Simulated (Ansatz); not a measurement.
`CC(C)CO` + `B[SiH2]CF` → `B[SiH](C)CF` + `CCCO`  (formal exchange of groups at a C–C bond)

Computed with Ansatz on PBE0-D4/def2-TZVP structures; ΔE is electronic, products minus reactants. CBS: MP2 limit from def2 TZ/QZ plus the TZ coupled-cluster correction, frozen cores. Each species was taken in one conformer, which may not be the lowest.

`CC(C)CO`:

Z-matrix (Å, degrees):
```
C
C 1 1.521
H 1 1.096 2 110.8
H 1 1.093 2 112.0 3 -121.0
H 1 1.093 2 111.1 3 119.5
C 2 1.521 1 111.1 3 -62.8
C 2 1.522 1 111.5 3 59.9
H 2 1.097 1 108.4 3 177.6
H 6 1.093 2 111.5 1 -178.8
H 6 1.092 2 111.2 1 -58.5
H 6 1.095 2 110.9 1 61.1
O 7 1.411 2 114.1 1 61.4
H 7 1.093 2 109.6 1 179.6
H 7 1.102 2 109.2 1 -63.4
H 12 0.960 7 108.4 2 -67.7
```

`B[SiH2]CF`:

Cartesian coordinates in Å:
```
B 1.101 1.492 0.215
Si -0.398 0.344 -0.477
C -0.408 -1.389 0.296
F -1.455 -2.160 -0.198
H 1.226 2.606 -0.201
H 1.889 1.124 1.035
H -0.275 0.215 -1.958
H -1.697 1.015 -0.184
H 0.530 -1.916 0.087
H -0.514 -1.330 1.385
```

`B[SiH](C)CF`:

Cartesian coordinates in Å:
```
B -0.985 -0.052 -1.800
Si -0.454 0.059 0.136
C 0.561 1.565 0.597
C 0.455 -1.518 0.685
F 1.648 -1.641 -0.034
H -1.088 0.919 -2.492
H -1.270 -1.104 -2.296
H -1.752 0.061 0.889
H 0.060 2.483 0.283
H 1.537 1.528 0.108
H 0.725 1.617 1.676
H -0.145 -2.415 0.497
H 0.709 -1.500 1.750
```

`CCCO`:

Z-matrix (Å, degrees):
```
C
C 1 1.519
H 1 1.094 2 111.3
H 1 1.092 2 111.4 3 120.2
H 1 1.093 2 111.1 3 -119.8
C 2 1.516 1 112.3 3 59.4
H 2 1.097 1 109.7 3 -61.9
H 2 1.094 1 110.5 3 -179.1
O 6 1.412 2 113.3 1 177.5
H 6 1.101 2 109.8 1 -57.8
H 6 1.094 2 109.9 1 59.5
H 9 0.961 6 108.2 2 59.3
```

```json
{"species": "`CC(C)CO`", "CCSD(T)/CBS(def2) energy (Eh)": "-233.40690"}
{"species": "`B[SiH2]CF`", "CCSD(T)/CBS(def2) energy (Eh)": "-455.26817"}
{"species": "`B[SiH](C)CF`", "CCSD(T)/CBS(def2) energy (Eh)": "-494.54554"}
{"species": "`CCCO`", "CCSD(T)/CBS(def2) energy (Eh)": "-194.14342"}
```

Q: Work out ΔE.

A: ΔE = (-494.54554) + (-194.14342) − (-233.40690) − (-455.26817) = -0.01389 Eh = -36.5 kJ/mol.

Largest T1 diagnostic among the species: 0.012.

In def2-TZVPP, CCSD(T) changes the Hartree–Fock value by +4.1 kJ/mol (the triples alone add +0.8 kJ/mol) and MP2 by +3.0 kJ/mol.
